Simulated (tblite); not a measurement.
Species: C4H9ClOSi.
Geometry (GFN2-xTB, Å), atoms numbered from 1 in this order:
```
atom  x, y, z in Å
C1    -2.429    0.389    0.183
C2    -1.579   -0.534   -0.229
C3    -0.502   -1.127    0.613
Si4    1.227   -0.528    0.080
O5     1.417   -1.030   -1.450
C6     1.298    1.385    0.137
Cl7    2.786    1.927   -0.693
H8    -3.187    0.797   -0.464
H9    -2.408    0.768    1.192
H10   -1.620   -0.898   -1.246
H11   -0.524   -2.212    0.516
H12   -0.670   -0.883    1.661
H13    2.288   -1.046    0.946
H14    2.083   -0.644   -2.017
H15    1.345    1.790    1.144
H16    0.467    1.855   -0.385
```

Calculated harmonic vibrations of the isolated species, GFN2-xTB (tblite), most abundant isotopes, no scaling. Errors from tens to a few hundred cm⁻¹ against measured bands are possible. Modes of hydrogen on silicon can be 10 to 20 % off. One conformer, not necessarily the lowest.

Harmonic wavenumbers (cm⁻¹): 37.4, 40.3, 59.7, 113.0, 159.8, 173.0, 241.3, 307.3, 321.7, 405.3, 594.2, 627.0, 648.9, 671.8, 734.6, 743.2, 765.9, 781.0, 827.2, 884.1, 919.7, 958.3, 1023.2, 1058.0, 1093.6, 1182.7, 1196.3, 1219.9, 1292.4, 1413.9, 1434.4, 1462.1, 1710.0, 2254.6, 2994.6, 2997.6, 3001.1, 3018.8, 3065.3, 3091.9, 3121.9, 3626.2.

A = 2816, B = 945.5, C = 808.4 MHz; mass 136.011 u (most abundant isotopes); point group C1, symmetry number 1.

**Question.** What is the zero-point energy?

**Answer.** Half the sum of the wavenumbers: 26137 cm⁻¹ = 74.73 kcal/mol.

**Question.** Give the ideal-gas entropy at 298.15 K and 1 bar in the rigid-rotor, harmonic-oscillator model (classical rotation).

**Answer.** Translation 40.66, rotation 29.39, vibration 32.26: S = 102.3 cal/(mol K).

**Question.** And Cp and H(298.15 K) − H(0)?

**Answer.** Cp = 36.93 cal/(mol K), of which vibrations give 28.98 (their classical limit is 42 R = 83.5); H(298.15 K) − H(0) = 7.02 kcal/mol without the zero-point energy, 4.65 from vibrations.

**Question.** What must be added to the electronic energy to get the Gibbs energy at 298.15 K and 1 bar?

**Answer.** ZPE + [H(298.15 K) − H(0)] − T·S = 74.73 + 7.02 − 30.50 = 51.25 kcal/mol.

**Question.** Which modes carry the vibrational entropy at 298.15 K?

**Answer.** 37.4 cm⁻¹: 5.39; 40.3 cm⁻¹: 5.24; 59.7 cm⁻¹: 4.47; 113.0 cm⁻¹: 3.22; 159.8 cm⁻¹: 2.55; 173.0 cm⁻¹: 2.40 cal/(mol K); the other 36 give 8.98 together.

Hindered rotation and anharmonicity are outside this model. Other conformers, if any are populated, would add a mixing term that is left out. The structure is chiral; the term R ln 2 for an equal mix with its mirror image is left out.

On one thread of an AMD EPYC 9R45, shared host with 96 logical CPUs at a one-minute load of 34, this took 0.4 s. This covers the Hessian and the dipole derivatives.
